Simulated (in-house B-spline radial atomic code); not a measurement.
Settings and results of a run for the molybdenum ion Mo²⁺ (with a hole in an inner shell). Level of theory: Dirac-Kohn-Sham PBE0, spherical fractional occupations, Fermi nucleus of rms radius 4.4091 fm; calculated with an all-electron radial atomic-structure program (B-spline basis).

In the input, a minus or plus after the letter marks the j = l - 1/2 or j = l + 1/2 subshell.

Command:
```bash
python run_scf.py task.json out
```
Settings (nuclear radius in fm, mass in u):
```
Z                42
configuration    1s2 2s2 2p6 3s2 3p6 3d-3 3d+5 4s2 4p6 4d5 5s1
hamiltonian      dirac
method           pbe0
spin_polarised   False
nucleus          fermi
rms_radius       4.4091
atomic_mass      97.9054
speed_of_light   137.035999084
```

Output (hartree, bohr):
```
 radial grid: 79 intervals, B-splines of order 8, outer radius 53.7037 bohr

 iter        energy (Eh)    residual
    1       -4018.050348    4.77e-01
    2       -4024.566988    4.00e-01
    3       -4029.627748    8.08e-02
    4       -4029.915746    1.20e-02
    5       -4029.924424    1.12e-02
    6       -4029.928965    1.51e-03
    7       -4029.929001    1.35e-04
    8       -4029.929002    9.55e-06
    9       -4029.929002    1.34e-06
   10       -4029.929002    5.06e-08

 total energy                     -4029.92900
 kinetic                            4179.6814
 electron-nucleus                  -9663.0500
 Hartree                            1573.5100
 exact exchange                      -29.0258
 exchange-correlation                -91.0447

 first-order corrections (not in the total)
   Gaunt                             2.6899
   retardation                      -0.2672
   frequency dependence             -0.0167
   self-energy                       1.8134
   Uehling                          -0.2074
   Wichmann-Kroll                    0.0031
   recoil                            0.0160

 orbital      occ     eigenvalue          <r>       <r^2>       <1/r>       r_max    small
 1s1/2      2.000      -733.8725    0.0351659  0.00166875     43.5484     0.02287  2.35e-02
 2s1/2      2.000      -106.9570     0.153203   0.0277231      9.9245      0.1296  4.82e-03
 2p1/2      2.000       -98.5488     0.130696   0.0209615     9.88913       0.101  4.82e-03
 2p3/2      4.000       -94.6320      0.13525   0.0223199     9.41772      0.1048  4.66e-03
 3s1/2      2.000       -20.3434     0.421237    0.203093     3.45824        0.38  1.34e-03
 3p1/2      2.000       -17.1299     0.414508    0.199746     3.36035      0.3669  1.28e-03
 3p3/2      4.000       -16.4592     0.424259    0.209048     3.24872      0.3757  1.24e-03
 3d3/2      3.000       -10.7764     0.398659    0.189747     3.07086       0.315  1.13e-03
 3d5/2      5.000       -10.6930     0.401531    0.192316     3.04368      0.3174  1.12e-03
 4s1/2      2.000        -3.7132      1.04797     1.24177     1.31005      0.9481  3.28e-04
 4p1/2      2.000        -2.7108      1.12763     1.45157     1.20152      0.9975  2.84e-04
 4p3/2      4.000        -2.5997      1.15329     1.51832     1.16824       1.019  2.73e-04
 4d3/2      2.000        -1.0401      1.47966     2.59101    0.896089       1.191  1.71e-04
 4d5/2      3.000        -1.0281      1.49138     2.63216    0.887925       1.199  1.68e-04
 5s1/2      1.000        -0.7302      2.77156     8.62267    0.463999       2.464  5.47e-05
```

Time taken, with all properties: 1.9 s on 1 thread of Arm Neoverse N1, with other jobs on the host.

For the Dirac Hamiltonian the kinetic term is c α·p + (β - 1)c².

Caution: exact exchange at fractional occupations of open shells leaves self-interaction of up to several eV.
